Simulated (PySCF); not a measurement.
Job for PySCF: R-MP2/6-31G* on H4OSi (SMILES O[SiH3]).

```python
from pyscf import gto, scf, dft, mp
from pyscf.data.elements import chemcore

mol = gto.M(
    atom='''
    O     0.81136128   -0.82511602    3.41745920
    Si   -0.19718968    0.16688565    4.27961510
    H     1.75477626   -0.77661988    3.58886263
    H    -0.06098920   -0.07536392    5.73777338
    H    -1.56358698   -0.16711653    3.83713778
    H     0.09052360    1.59791162    4.01990515
    ''',
    basis='6-31g*',
    cart=True,
    charge=0, spin=0, verbose=3, max_memory=1800)
mf = scf.RHF(mol)
mf.conv_tol = 1e-8
mf.max_cycle = 100
mf.kernel()
if not mf.converged:
    mf = mf.newton().run(mf.mo_coeff, mf.mo_occ)
pt = mp.MP2(mf, frozen=chemcore(mol)).run()
```

The log:

```
converged SCF energy = -366.130051734949
E(RMP2) = -366.390148252337  E_corr = -0.260096517387831
E(SCS-RMP2) = -366.389700722367  E_corr = -0.259648987417493
```

The calculation finished and met its thresholds.

Cost: around 0.4 core-seconds (rough).
